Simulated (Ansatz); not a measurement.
Consider the cleavage of the Si–Sn bond: `[CH3][SnH]([F])[SiH2]F` + CH₃OH → `CO[SiH2]F` + `[CH3][SnH2][F]`.

Calculated with Ansatz (gas phase, PBE0-D4/def2-TZVP geometries, no zero-point term in ΔE). CCSD(T)/CBS is the MP2 limit (def2-TZVPP, def2-QZVPP) plus CCSD(T) − MP2 in def2-TZVPP, frozen cores. This one scheme is used for every species. DFT in def2-TZVPP. B3LYP here is the variant with VWN-RPA as its local correlation; programs differ in this. Elements past krypton have def2 core potentials. For Sn outer-core shells are correlated without core-valence functions, which leaves a few kJ/mol of doubt a bond. One conformer a species, not always the lowest.

Task: Is it downhill or uphill in electronic energy at CCSD(T)/CBS, and by how much? (An estimate is asked.)

Result: Computed: Downhill: ΔE = -24.0 kcal/mol.

Task: What do these levels give: PBE0-D4, B3LYP-D4, B2PLYP, PBE, r2SCAN, PBE0, B3LYP, CCSD/def2-TZVPP, CCSD(T)/def2-TZVPP, HF/def2-QZVPP, SCS-MP2/def2-QZVPP, MP2/CBS(def2)? (An estimate is asked.)

Result: The calculation gave: PBE0-D4 -21.1, B3LYP-D4 -23.7, B2PLYP -25.3, PBE -19.5, r2SCAN -23.9, PBE0 -21.3, B3LYP -23.9, CCSD/def2-TZVPP -25.9, CCSD(T)/def2-TZVPP -25.4, HF/def2-QZVPP -29.6, SCS-MP2/def2-QZVPP -26.1, MP2/CBS(def2) -24.7 kcal/mol.

Largest T1 diagnostic among the species: 0.013.

In def2-TZVPP, CCSD(T) changes the Hartree–Fock value by +3.9 kcal/mol (the triples alone add +0.5 kcal/mol) and MP2 by +3.2 kcal/mol. From PBE to PBE0 (25 % exact exchange), in def2-TZVPP and without D4, ΔE moves by −1.8 kcal/mol.
